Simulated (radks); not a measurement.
The mean radii <r> (bohr) of the occupied orbitals of an atom or ion are listed with their occupations. Method: Dirac Kohn-Sham, LDA (Slater exchange, Perdew-Wang correlation), spin-unpolarised, spherical densities, finite nucleus; Fermi nuclear charge, rms radius of each element as measured or else 0.836 A^(1/3) + 0.57 fm; computed with a radial shooting solver on a logarithmic mesh with Libxc functionals.

orbital  occ.      <r>
1s1/2       2  0.03266
2s1/2       2   0.1416
2p1/2       2   0.1203
2p3/2       4   0.1252
3s1/2       2   0.3890
3p1/2       2   0.3808
3p3/2       4   0.3914
3d3/2       4   0.3638
3d5/2       6   0.3671
4s1/2       2   0.8884
4p1/2       2   0.9207
4p3/2       1   0.9388

Name the element and its charge. Open shells, if any, fill j = l - 1/2 first.

Answer. Z = 45, rhodium, charge +12: Rh12+ in [Ar] 3d10 4s2 4p3. The 1s radius gives Z: for a bare nucleus <r> = (2 gamma + 1)/(2Z) with gamma = sqrt(1 - (Z/c)^2), 0.0321 bohr for Z = 45, and screening makes it slightly larger (0.03266 here). The occupations add up to 33, and the charge is Z minus that.
